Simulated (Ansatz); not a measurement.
Ansatz (an electronic-structure program) input:

Ansatz 0.2 input:
```yaml
crystal:
  periodic: [false, false, false]
  atoms:
    - {symbol: B, position_ang: [-0.01740047, 0.05001778, -0.00019811]}
    - {symbol: C, position_ang: [1.53677170, -0.23653702, -0.00330876]}
    - {symbol: C, position_ang: [-1.05816218, -1.13922958, 0.00875798]}
    - {symbol: N, position_ang: [-0.47750970, 1.37260517, -0.00543670]}
    - {symbol: H, position_ang: [1.82210434, -0.82992170, 0.87133875]}
    - {symbol: H, position_ang: [1.81701068, -0.83860540, -0.87365821]}
    - {symbol: H, position_ang: [2.15701438, 0.66337081, -0.00959750]}
    - {symbol: H, position_ang: [-2.10302693, -0.81855813, 0.01021218]}
    - {symbol: H, position_ang: [-0.91145416, -1.78774902, -0.86097053]}
    - {symbol: H, position_ang: [-0.90636050, -1.77906532, 0.88402643]}
    - {symbol: H, position_ang: [0.13676918, 2.17011492, -0.01119846]}
    - {symbol: H, position_ang: [-1.45414384, 1.61668835, -0.00380053]}
basis:
  gaussian:
    orbitals: aug-cc-pVDZ
magnetization: {spin_polarized: false}
correlation: {method: ccsd_t, electrons: outside_noble_gas}
output: {forces: true}
```

### Question
Which total energy does the run end on?

### Answer
-160.25855 Eh (CCSD(T)/aug-cc-pVDZ). The basis has 164 functions. The run takes about 7 core-minutes (a rough figure).
